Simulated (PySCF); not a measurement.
**Where the electron goes**

Species: C4H6O2Si.
Atom-mapped SMILES: `[CH:1]#[C:2][SiH2:3][O:4][C:5]([CH3:6])=[O:7]` (hydrogens: H8 on C1; H9, H10 on Si3; H11, H12, H13 on C6)

Structure used (GFN2-xTB), in Å, numbered top down from 1:
```
atom  x, y, z in Å
C1    -1.5134    2.8366    1.4330
C2    -1.4950    1.7815    0.8576
Si3   -1.5248    0.1583   -0.0250
O4     0.1148   -0.1035   -0.1956
C5     0.6241   -1.1731   -0.7888
C6     2.1280   -1.1600   -0.8090
O7    -0.0643   -2.0430   -1.2511
H8    -1.5169    3.7608    1.9366
H9    -2.1336    0.2755   -1.3466
H10   -2.0961   -0.8954    0.8083
H11    2.5005   -1.1158    0.2122
H12    2.4997   -2.0518   -1.3045
H13    2.4727   -0.2697   -1.3308
```

Method used: TDDFT CAM-B3LYP/def2-SVPD, vertical, gas phase, core orbitals frozen in the response (PySCF 2.14.0, density-fitted response routines).

Kohn–Sham orbitals with the atoms that hold most of them (Löwdin shares over 4%, at most four atoms; ? is withheld):

```tsv
orbital	ε (eV)	atoms
LUMO+2	1.17	Si3 34%, C1 17%, C2 10%, C6 7%
LUMO+1	0.88	C1 18%, C2 17%, C5 15%, O7 13%
LUMO	?	Si3 27%, C2 20%, C1 19%, H10 7%
HOMO	-9.66	?
HOMO-1	-9.88	?
HOMO-2	-10.15	C2 35%, C1 33%, O7 16%, Si3 4%
HOMO-3	-10.81	O4 36%, O7 30%, Si3 10%, C5 8%
```

Question: Which atoms hold the HOMO, and with what shares?

Answer: O7 (bonded to C) 52%; C1 (bonded to C and H) 11%; C2 (bonded to C and Si) 10%; O4 (bonded to C and Si) 8%. By element: oxygen 61%, carbon 21% or more.

Question: Give the leading atoms of the HOMO-1.

Answer: C2 (bonded to C and Si) 41%; C1 (bonded to C and H) 40%; Si3 (bonded to C, O and 2 H) 8%. By element: carbon 80% or more, silicon 8%.

Question: What is the LUMO energy, and the HOMO–LUMO gap?

Answer: ε(LUMO) = 0.49 eV; the gap is 10.15 eV (0.3728 hartree).

Question: How does S1 compare with the orbital gap of 10.15 eV?

Answer: S1 is at 5.88 eV (f = 0.0008), 4.27 eV below the gap, made of HOMO→LUMO+1 (46%), HOMO→LUMO+3 (34%), HOMO-2→LUMO+3 (10%). Its leading pair isn't HOMO and LUMO; the energies of that pair differ by 10.54 eV. 

Next come S2 at 6.05 eV (f 0.0001), HOMO-1→LUMO (69%); S3 at 6.36 eV (f 0.0024), HOMO-2→LUMO (29%), HOMO-1→LUMO+1 (28%), HOMO→LUMO (17%); S4 at 6.42 eV (f 0.0001), HOMO-2→LUMO+1 (41%), HOMO-2→LUMO+3 (18%), HOMO→LUMO+1 (13%); S5 at 7.50 eV (f 0.062), HOMO→LUMO (63%), HOMO-2→LUMO (15%).

Löwdin shares depend on the basis, the more so with diffuse functions.

The run took 34 s wall on Arm Neoverse V2, one thread, shared host, and the process peaked at 0.89 GiB of memory.

One conformer stands for the species.
